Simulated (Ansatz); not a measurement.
# Worked example: CH2ClF + C4H9FO → CH3Cl + C4H8F2O

Species: CH2ClF (chlorofluoromethane) `FCCl`, singlet; C4H9FO `CCCOCF`, singlet; CH3Cl (chloromethane) `CCl`, singlet; C4H8F2O `FCCCOCF`, singlet. The partners trade F for H; both sit on C, so the bond types are kept.

Shapes, held fixed at every level: PBE0-D4/def2-TZVP. Flexible molecules stand in one conformer, not always the lowest. Programs: Ansatz 0.2.0. Electronic energies: no zero-point or thermal term.

At CCSD(T)/CBS estimate; 1 Eh = 2625.50 kJ/mol:

```
species  energy (Eh)
 CH2ClF  -598.811393
 C4H9FO  -332.582469
  CH3Cl  -499.632200
C4H8F2O  -431.764707
```

Work out ΔE of the reaction at this level.


1. Products less reactants: (-499.632200) + (-431.764707) − [(-598.811393) + (-332.582469)] = -0.003045 Eh = -8.0 kJ/mol.

Other levels give -11.0 (HF/def2-TZVPP) to -2.6 kJ/mol (PBE-D4/def2-TZVPP). No measured value is set beside it here. The CBS estimate extrapolates MP2 from def2-TZVPP and def2-QZVPP and adds CCSD(T) − MP2 in the triple-zeta set, cores frozen.
